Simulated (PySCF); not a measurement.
Two species compared at the same levels of theory.

First species: C₄H₇ClO.
InChI=1S/C4H7ClO/c1-2-3-4(5)6/h2-3H2,1H3

Second species: MgMe(CN), C₂H₃MgN.
Geometry (PBE0-D3(BJ)/def2-SVP, Å), atoms numbered from 1 in this order:
```
atom  x, y, z in Å
Mg1   -0.0096   -0.0144   -0.6053
C2     0.0353    0.0498    1.4689
H3     0.8102    0.7437    1.8362
H4     0.2518   -0.9397    1.9054
H5    -0.9278    0.3870    1.8877
C6    -0.0592   -0.0834   -2.6656
N7    -0.1008   -0.1429   -3.8272
```

Levels: PBE0/def2-SVPD for dipole moment, HOMO energy, LUMO energy, HOMO–LUMO gap, static isotropic polarisability and electronic spatial extent ⟨r²⟩ about the centre of nuclear charge; TDDFT PBE0/def2-SVPD for lowest singlet excitation; PBE0-D3(BJ)/def2-SVP for rotational constant A and rotational constant C. Geometries: PBE0-D3(BJ)/def2-SVP. Each structure is a single optimised conformer of the isolated species, non-relativistic unless stated. Electronic properties by PySCF.

Dipoles, sizes and rotational constants follow the conformer. The torsions of the flexible species, by atom-mapped SMILES:
- `[CH3:1][CH2:2][CH2:3][C:4](=[O:5])[Cl:6]`: C1–C2–C3–C4 180°, C2–C3–C4–O5 0°

| property | column X | column Y |
| --- | --- | --- |
| dipole moment | 3.04 D | 4.12 D |
| HOMO energy | -8.63 eV | -7.84 eV |
| LUMO energy | -1.10 eV | -0.98 eV |
| HOMO–LUMO gap | 7.53 eV | 6.86 eV |
| lowest singlet excitation | 5.26 eV | 5.62 eV |
| static isotropic polarisability | 67.9 au | 51.2 au |
| electronic spatial extent ⟨r²⟩ about the centre of nuclear charge | 1001 bohr² | 573 bohr² |
| rotational constant A | 6.838 GHz | 158.912 GHz |
| rotational constant C | 1.128 GHz | 2.046 GHz |

(1) Which column belongs to which species?

(2) How does each property change from the first species to the second?

Results:

(1) Column X is the first species and column Y the second. The first has 13 atoms and 56 electrons, the second 7 and 34.

(2) dipole moment +1.08 D; HOMO energy +0.79 eV; LUMO energy +0.12 eV; HOMO–LUMO gap -0.67 eV; lowest singlet excitation +0.36 eV; static isotropic polarisability -16.7 au; electronic spatial extent ⟨r²⟩ about the centre of nuclear charge -428 bohr²; rotational constant A +152.074 GHz; rotational constant C +0.918 GHz.

On the first: A dipole of 3.04 D is allowed in Cs, and pure rotational transitions are dipole-allowed. The 6 singlets span 5.26 to 7.92 eV, and their oscillator strengths add up to 0.08.

On the second: The principal polarisabilities are 41.7, 41.7 and 70.2 au; their mean is the isotropic value. The dipole matches unit charges of opposite sign 0.86 Å apart (1 e·Å = 4.8032 D).
